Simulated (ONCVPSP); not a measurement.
## Mg, ONCV: configuration errors across variants

Mg, optimised norm-conserving Vanderbilt (ONCV), made with ONCVPSP 4.0.1 (PBEsol, scalar-relativistic). Core [He], reference 2s2 2p6 3s2. Waves: 2s+3s: rc 1.25 bohr, ncon 4, nbas 9, qcut 12.5 1/bohr, 2 projectors; 2p: rc 1.00 bohr, ncon 4, nbas 7, qcut 15.3 1/bohr, 2 projectors, debl 1.4 Ha; d scattering state at 0.05 Ha: rc 1.15 bohr, ncon 4, nbas 8, qcut 8.7 1/bohr, 2 projectors, debl 3.3 Ha. Local part: polynomial inside 0.70 bohr (lpopt 4, dvloc0 0 Ha). Core correction: Teter function, fcfact 6, rcfact 1.5.

In the p channel the program set the typed energies aside and used -1.711, 0.250 Ha.

All-electron excitation energies from the reference (eV): (1) 2s2 2p6 3s1 7.921; (2) 2s2 2p6 3s0 22.737; (3) 2s2 2p6 3s1.5 3.129; (4) 2s1 2p6 3s2 91.197.

Errors AE − PS in meV (a dash: test not solved or not reliable):

```csv
change,(1),(2),(3),(4),bound ghosts,GHOST(+) flags above zero
base,-0.2,-1.3,-0.1,-224,none,none
core correction none,-0.2,-0.9,0.0,-192,none,none
p: rc 0.96,-0.2,-1.2,-0.1,-214,none,none
"local potential polynomial inside 0.80 bohr (lpopt 5, dvloc0 0 Ha)",-0.2,-1.3,-0.1,-224,none,none
s: rc 0.96,-0.1,-0.8,0.0,-129,none,none
d: qcut 13.2,-0.2,-1.3,-0.1,-224,none,none
```

Give the same row for: local potential polynomial inside 0.70 bohr (lpopt 4, dvloc0 2 Ha).

-0.2, -1.3, -0.1, -225; bound ghosts: none; GHOST(+) flags above zero: none.
